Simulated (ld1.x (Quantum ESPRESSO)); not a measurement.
# Ru (Z = 44) PAW: all-electron and pseudo phase curves

ld1.x (Quantum ESPRESSO) 7.5 input, shortened:

```
&input
   title='Ru', zed=44., rel=1, dft='PBESOL', iswitch=3,
   config='[Kr] 4d6 5s2 5p0'
 /
 &inputp
   pseudotype=3, lpaw=.true., tm=.true., lloc=-2, rcloc=3.25,
   nlcc=.true., new_core_ps=.true.,
   which_augfun='PSQ', rmatch_augfun_nc=.true.
 /
6
5S  1  0   2.00   0.00  2.35  3.20  0.0
5S  1  0   0.00   0.40  2.35  3.20  0.0
5P  2  1   0.00   0.00  3.15  3.50  0.0
5P  2  1   0.00   4.95  3.15  3.50  0.0
4D  3  2   6.00   0.00  1.60  1.75  0.0
4D  3  2   0.00   0.05  1.60  1.75  0.0
 &test
   configts(1)='4d6 5s2 5p0'
 /
```

The phase is arctan(r·u′/u) with u = r·R(r), unwrapped; energies in Ry, scanned from -3 to 5 Ry. A pole is an energy at which the radial function vanishes at the test radius. The pseudo phase is shifted by a multiple of π to meet the all-electron one at the reference energy, and phase errors are pseudo minus all-electron; the curves can meet again beyond the range given. Levels narrower than the energy grid can be missing from the lists of poles.

```json
{"channel": "s", "radius (bohr)": "3.80", "reference energy (Ry)": "-0.38", "poles, all-electron": "0.10, 3.78", "poles, pseudo": "0.10, 3.25", "unbroken range about the reference energy with phases within 0.05 rad": "below 1.6", "phase error 1 Ry above the reference energy (rad)": "-0.000"}
{"channel": "p", "radius (bohr)": "3.80", "reference energy (Ry)": "-0.10", "poles, all-electron": "0.77, 4.62", "poles, pseudo": "0.71, 4.61", "unbroken range about the reference energy with phases within 0.05 rad": "below 1.4", "phase error 1 Ry above the reference energy (rad)": "-0.022"}
{"channel": "d", "radius (bohr)": "3.80", "reference energy (Ry)": "-0.56", "poles, all-electron": "-0.52, 2.07", "poles, pseudo": "-0.52, 2.09", "unbroken range about the reference energy with phases within 0.05 rad": "below 3.3", "phase error 1 Ry above the reference energy (rad)": "+0.000"}
```

Phases in the d channel:

```
E (Ry)  all-electron  pseudo
 -3.00         1.419   1.419
 -2.52         1.406   1.406
 -2.04         1.387   1.387
 -1.56         1.359   1.359
 -1.08         1.308   1.308
 -0.60        -0.030  -0.030
 -0.12        -1.889  -1.889
  0.36        -2.203  -2.203
  0.84        -3.727  -3.723
  1.32        -4.486  -4.483
  1.80        -4.659  -4.655
  2.28        -4.748  -4.743
  2.76        -4.829  -4.817
  3.24        -4.958  -4.921
  3.72        -5.463  -5.202
  4.20        -7.331  -6.837
  4.68        -7.665  -7.566
```
